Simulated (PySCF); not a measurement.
C2H5FOSi.
Atom-mapped SMILES: `[CH3:1][C:2](=[O:3])[SiH2:4][F:5]` (hydrogens: H6, H7, H8 on C1; H9, H10 on Si4)

Method: PBE0-D3(BJ)/def2-SVP geometry optimisation, gas phase (PySCF 2.14.0); density fitting, grid level 1; the optimiser is geomeTRIC in internal coordinates, started from a GFN2-xTB structure with every atom displaced at random (about 0.01 Å).

Step 0: E = -14779.5638 eV
```
atom  x, y, z in Å  |  force x, y, z in eV/Å
C1     -1.4116    0.0743    0.1569   -0.420   1.541  -0.796
C2     -0.2423   -0.0805   -0.7505    0.450  -0.270  -0.908
O3     -0.3634   -0.2185   -1.9567    0.297   0.110   0.707
Si4     1.5329   -0.0690    0.0824   -1.805  -0.119  -0.065
F5      1.2242    0.1229    1.6500   -0.107   0.165   0.957
H6     -1.4427   -0.6940    0.8882    0.034  -1.029   1.115
H7     -2.3479    0.0834   -0.4206    0.054  -0.081  -0.061
H8     -1.3222    1.0473    0.6839   -0.009  -0.282   0.051
H9      2.1438   -1.3597   -0.0297    0.665  -0.925  -0.392
H10     2.2773    1.0738   -0.3286    0.841   0.890  -0.606
```

Step 1: E = -14779.7496 eV
```
atom  x, y, z in Å  |  force x, y, z in eV/Å
C1     -1.4700    0.0945    0.1343   -0.029  -0.273   0.242
C2     -0.2377   -0.0572   -0.7017    0.137   0.085   0.472
O3     -0.2325   -0.1892   -1.9021   -0.046  -0.031  -0.236
Si4     1.4959   -0.0654    0.1458    0.014   0.022  -0.148
F5      1.3570    0.1539    1.7606    0.026  -0.038  -0.228
H6     -1.4817   -0.7025    0.9105   -0.042   0.211  -0.232
H7     -2.3760    0.0477   -0.4793   -0.115  -0.022  -0.078
H8     -1.4337    1.0461    0.6872    0.022   0.057   0.004
H9      2.1203   -1.3855   -0.1382    0.037  -0.012   0.109
H10     2.3065    1.0373   -0.4418   -0.003   0.001   0.094
```

Step 2: E = -14779.7574 eV
```
atom  x, y, z in Å  |  force x, y, z in eV/Å
C1     -1.4841    0.0931    0.1347    0.055  -0.025   0.246
C2     -0.2345   -0.0566   -0.6810   -0.245   0.020   0.057
O3     -0.2622   -0.1860   -1.8839    0.229  -0.030  -0.162
Si4     1.5146   -0.0683    0.1327   -0.003  -0.001  -0.052
F5      1.3897    0.1493    1.7440   -0.018  -0.004  -0.042
H6     -1.5186   -0.6997    0.9025   -0.031   0.032  -0.021
H7     -2.3803    0.0480   -0.5006    0.064  -0.002  -0.030
H8     -1.4549    1.0470    0.6872   -0.016   0.006   0.004
H9      2.1520   -1.3879   -0.1249   -0.013   0.001   0.006
H10     2.3264    1.0411   -0.4354   -0.022   0.003  -0.007
```

Task: Estimate the geometry and energy of step 3. (The exact step hangs on the optimiser's Hessian estimate; all steps are aligned on step 2, rigid shifts and turns removed.)

Result: E = -14779.7603 eV, largest force 0.184 eV/Å
```
atom  x, y, z in Å  |  force x, y, z in eV/Å
C1     -1.4825    0.0924    0.1443   -0.026   0.071  -0.168
C2     -0.2391   -0.0589   -0.6845    0.091  -0.012   0.063
O3     -0.2365   -0.1883   -1.8902   -0.089   0.009   0.052
Si4     1.5086   -0.0696    0.1218    0.013  -0.013  -0.003
F5      1.3762    0.1485    1.7298   -0.013   0.018   0.095
H6     -1.5248   -0.6993    0.9067    0.015  -0.073   0.050
H7     -2.3773    0.0521   -0.4951    0.032   0.015   0.029
H8     -1.4492    1.0470    0.6972    0.005  -0.023  -0.033
H9      2.1534   -1.3887   -0.1191   -0.017   0.003  -0.038
H10     2.3192    1.0446   -0.4355   -0.010   0.004  -0.046
```

The energy changes by -0.0029 eV. The first-order estimate −F·Δx gives -0.0120 eV and the mean of the old and new forces, exact on a quadratic surface, -0.0029 eV. The step makes an angle of 52° with the force vector and moves no atom by more than 0.027 Å.

The cost below is that of the whole optimisation. Hardware: one thread of an Arm Neoverse V2, no GPU (shared host). Cost: 16 s wall, 0.41 GiB resident at most.
